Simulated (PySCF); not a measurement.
Geometry:
```json
{"atom": "Si1", "x (Å)": "-1.049", "y (Å)": "-0.772", "z (Å)": "-0.796"}
{"atom": "F2", "x (Å)": "-1.747", "y (Å)": "-0.335", "z (Å)": "-2.163"}
{"atom": "F3", "x (Å)": "-2.193", "y (Å)": "-1.397", "z (Å)": "0.124"}
{"atom": "F4", "x (Å)": "0.031", "y (Å)": "-1.916", "z (Å)": "-1.055"}
{"atom": "N5", "x (Å)": "-0.263", "y (Å)": "0.571", "z (Å)": "-0.107"}
{"atom": "Si6", "x (Å)": "1.155", "y (Å)": "0.570", "z (Å)": "0.836"}
{"atom": "F7", "x (Å)": "2.501", "y (Å)": "0.577", "z (Å)": "-0.021"}
{"atom": "F8", "x (Å)": "1.184", "y (Å)": "-0.740", "z (Å)": "1.745"}
{"atom": "F9", "x (Å)": "1.173", "y (Å)": "1.882", "z (Å)": "1.744"}
{"atom": "H10", "x (Å)": "-0.667", "y (Å)": "1.484", "z (Å)": "-0.304"}
```

Geometry: PBE0-D3(BJ)/def2-SVP; GIAO shifts from PySCF 2.14.0 with density-fitted response routines, gas phase, non-relativistic, averaged over equivalent atoms.

At PBE0/pcSseg-1 (172 basis functions, 75 s wall time on 1 thread of an Intel Xeon, shared host):
| atoms | δ (ppm) |
| --- | --- |
| Si1/Si6 | -78.9 |
| F2/F3/F4/F7/F8/F9 | -148.5 |
| N5 | 31.9 |
| H10 | 1.52 |

Scale: 29Si (351.99 ppm), 1H (31.27 ppm) vs TMS; 19F (177.25 ppm) vs CFCl3; 15N (265.67 ppm) vs NH3 (reference shieldings calculated alike).

**Question.** Predict the values at wB97X-D/pcSseg-1 on the same geometry.

**Answer.** 
```json
{"atoms": "Si1/Si6", "δ at wB97X-D/pcSseg-1": "-79.0", "change": "-0.1"}
{"atoms": "F2/F3/F4/F7/F8/F9", "δ at wB97X-D/pcSseg-1": "-143.7", "change": "+4.8"}
{"atoms": "N5", "δ at wB97X-D/pcSseg-1": "29.2", "change": "-2.7"}
{"atoms": "H10", "δ at wB97X-D/pcSseg-1": "1.54", "change": "+0.02"}
```

Shifts are taken against calculated references (same method and geometry level): 29Si (σ = 352.93 ppm) and 1H (σ = 31.38 ppm) vs TMS; CFCl3 for 19F (σ = 187.16 ppm); 15N (σ = 263.98 ppm) vs NH3.

The largest change is at F2/F3/F4/F7/F8/F9 (fluorine bonded to Si). Cost: 172 basis functions, 65 s wall time on 1 thread of an Intel Xeon, shared host.

Unscaled 19F shifts against computed CFCl3 carry errors that often reach 10 to 50 ppm. Experimental scales use liquid or dissolved standards, which lie at an offset from isolated NH3 (liquid NH3: subtract about 20 ppm).
